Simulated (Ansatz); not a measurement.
Gas-phase electronic energies from Ansatz, PBE0-D4/def2-TZVP geometries. CCSD(T)/CBS is the MP2 limit (def2-TZVPP, def2-QZVPP) plus CCSD(T) − MP2 in def2-TZVPP, frozen cores. This one scheme is used for every species. DFT in def2-TZVPP. B3LYP here is the variant with VWN-RPA as its local correlation; programs differ in this. Elements past krypton have def2 core potentials. For Cd outer-core shells are correlated without core-valence functions, which leaves a few kJ/mol of doubt a bond. Each species was taken in one conformer, which may not be the lowest.

`C[CH2][Cd][CH2]C` + HCl → `C[CH2][Cd][Cl]` + `CC`  (ligand exchange at a Cd–C bond)

`C[CH2][Cd][CH2]C`:

Cartesian coordinates in Å:
```
C 2.211 0.443 1.914
C 1.730 -0.775 1.130
Cd -0.141 -0.533 0.136
C -2.013 -0.293 -0.857
C -1.960 0.505 -2.156
H 2.343 1.318 1.272
H 1.506 0.729 2.700
H 3.175 0.260 2.403
H 1.637 -1.640 1.794
H 2.469 -1.055 0.373
H -2.413 -1.295 -1.043
H -2.701 0.179 -0.149
H -1.592 1.522 -1.998
H -1.302 0.041 -2.896
H -2.949 0.594 -2.622
```

HCl:

```xyz
2

Cl   -0.470    0.241    0.361
H     0.470   -0.241   -0.361
```

`C[CH2][Cd][Cl]`:

```xyz
9

C    -0.358   -1.134   -0.304
C     0.332   -0.111    0.587
Cd    0.229    1.881   -0.107
Cl    0.119    4.049   -0.862
H     0.072   -1.164   -1.307
H    -0.264   -2.142    0.116
H    -1.425   -0.931   -0.415
H    -0.100   -0.108    1.591
H     1.394   -0.340    0.701
```

`CC`:

Cartesian coordinates in Å:
```
C 0.277 -0.279 0.650
C -0.277 0.279 -0.650
H 0.730 0.506 1.260
H -0.508 -0.748 1.249
H 1.044 -1.035 0.465
H -0.730 -0.506 -1.260
H 0.508 0.748 -1.248
H -1.044 1.035 -0.465
```

| level | ΔE (kJ/mol) | difference from CCSD(T)/CBS |
| --- | --- | --- |
| PBE-D4 | -169.9 | 7.9 |
| BLYP-D4 | -173.1 | 4.7 |
| B3LYP-D4 | -181.2 | -3.4 |
| r2SCAN0-D4 | -187.5 | -9.7 |
| BHLYP-D4 | -194.6 | -16.8 |
| CAM-B3LYP-D4 | -183.7 | -5.9 |
| ωB97X-V | -183.8 | -6.0 |
| B2PLYP | -181.0 | -3.2 |
| PBE-QIDH | -181.2 | -3.4 |
| PBE0 | -182.1 | -4.3 |
| LC-ωPBE | -182.7 | -4.9 |
| HF/def2-TZVPP | -220.4 | -42.6 |
| CCSD/def2-TZVPP | -174.7 | 3.1 |
| CCSD(T)/def2-TZVPP | -168.4 | 9.4 |
| MP2/CBS(def2) | -174.8 | 3.0 |
| CCSD/CBS(def2) | -184.1 | -6.3 |
| CCSD(T)/CBS | -177.8 | 0 |

Largest T1 diagnostic among the species: 0.012.

In def2-TZVPP, CCSD(T) changes the Hartree–Fock value by +52.0 kJ/mol (the triples alone add +6.3 kJ/mol) and MP2 by +55.0 kJ/mol. The D4 term adds +4.8 kJ/mol with B3LYP and +2.7 kJ/mol with PBE0; it sums over pairs of atoms, weighted by their polarisabilities, and B3LYP, whose exchange is more repulsive, gets the larger term. From PBE to PBE0 (25 % exact exchange), in def2-TZVPP and without D4, ΔE moves by −9.2 kJ/mol.
